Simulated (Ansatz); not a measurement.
Coupled-cluster diagnostics for (KCl)2 ring (K₂Cl₂), Ansatz.

Geometry of the singlet (PBE0-D4/def2-TZVP):

```xyz
4

K     0.818   -1.767    0.244
Cl   -1.845   -0.916   -0.447
K    -0.818    1.767   -0.245
Cl    1.844    0.916    0.448
```

Correlated methods freeze 20 core orbitals; core or outer-core shells of K are correlated, in sets that lack core-valence functions.

Problem. Estimate the CCSD(T) correlation energy, the shares of MP2 and (T), T1 and the reference's ⟨S²⟩ for: charge 0, singlet, own geometry in def2-TZVPP; charge 1, doublet, vertical in def2-TZVPP; and the rough time on 4 threads of Arm Neoverse V2 on a shared host.

Solution. 
```csv
state,basis,correlation (eV),MP2 share (%),(T) share (%),T1,⟨S²⟩ (pure),wall time
"charge 0, singlet, own geometry",def2-TZVPP,-21.546,90.7,2.6,0.005,0.00 (0.00),13 s
"charge 1, doublet, vertical",def2-TZVPP,-20.529,89.5,2.5,0.010,0.76 (0.75),59 s
```
Customary marks for T1 are 0.02 (closed shells), 0.045 (open shells) and about 0.05 (3d metals). T1 stays under 0.02 throughout.
